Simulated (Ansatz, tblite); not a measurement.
Removing and adding an electron: Ga9P9H24, a nanocrystal cut from wurtzite GaP (hydrogen-capped). The state is a singlet with charge 0. Geometry: r2SCAN-D4/def2-SVP. Ansatz, gas phase; energy differences of separate SCF runs; the oxidised species was run as a doublet alone; the reduced species was run as a doublet alone.

```xyz
42

Ga    3.985   -0.452   -2.603
P     4.372   -0.889   -0.223
P     1.640    0.011   -2.415
Ga    0.386   -1.894   -1.772
Ga    2.629   -0.761    1.411
P     0.923   -2.176    0.560
P    -1.916   -1.328   -1.757
Ga   -3.318   -3.207   -1.252
Ga   -0.910   -2.095    2.066
P    -2.564   -3.500    1.062
Ga    1.204    1.998   -1.198
P     1.673    1.387    1.085
P    -1.130    2.406   -1.206
Ga   -2.501    0.602   -0.512
Ga   -0.127    1.623    2.614
P    -1.719    0.109    1.714
Ga   -1.707    4.465   -0.120
P    -1.029    3.786    2.135
H     4.212   -1.822   -3.321
H     4.773    0.860   -2.920
H     4.987   -2.157   -0.042
H     5.431   -0.079    0.267
H     1.195    0.299   -3.736
H     0.725   -3.190   -2.574
H     3.097   -1.074    2.866
H     1.444   -3.493    0.693
H    -2.205   -0.981   -3.106
H    -2.820   -4.476   -2.016
H    -4.812   -2.758   -1.150
H    -0.578   -2.459    3.547
H    -2.131   -4.835    1.280
H    -3.672   -3.499    1.951
H     2.074    3.221   -1.629
H     2.663    2.299    1.546
H    -1.454    2.589   -2.580
H    -4.029    0.921   -0.498
H     0.234    1.403    4.116
H    -2.850    0.222    2.568
H    -0.708    5.595   -0.533
H    -3.260    4.628   -0.057
H    -0.114    4.723    2.685
H    -2.094    3.980    3.055
```

The xTB rows come from tblite. Single mean-field runs in def2-TZVP are fitted with def2-universal-jkfit. HOMO above LUMO, or a gap near zero within one spin, warns that the state may not be the lowest or that an electron is smeared out.

```csv
level,−HOMO (eV),vertical IE (eV),−LUMO (eV),vertical EA (eV),HOMO–LUMO gap (eV),IE − EA (eV),remarks
GFN1-xTB,10.43,11.86,5.93,4.53,4.50,7.32,–
GFN2-xTB,11.20,12.62,7.35,6.00,3.85,6.63,–
revPBE-D4/def2-TZVP,5.96,–,1.99,0.79,3.96,–,HOMO above zero (-1 doublet)
```

Estimate the rows for PBE-D4/def2-TZVP, PBE0-D4/def2-TZVP.


```tsv
level	−HOMO (eV)	vertical IE (eV)	−LUMO (eV)	vertical EA (eV)	HOMO–LUMO gap (eV)	IE − EA (eV)	remarks
PBE-D4/def2-TZVP	6.00	–	2.09	0.77	3.90	–	HOMO above zero (-1 doublet), gap within one spin near zero (-1 doublet)
PBE0-D4/def2-TZVP	6.99	8.11	1.37	0.51	5.62	7.60	HOMO above zero (-1 doublet)
```

Run but left out: PBE-D4/def2-TZVP, revPBE-D4/def2-TZVP (charge +1 doublet: an occupied level 0.05 eV above an empty one).   A HOMO above zero means that the electron is unbound at that level or that self-interaction error raises the level; the energy of removing that electron tells which. Raw xTB energy differences between charge states are shifted by several eV; the methods need an empirical correction for them. Sets without diffuse functions give affinities that are too small.
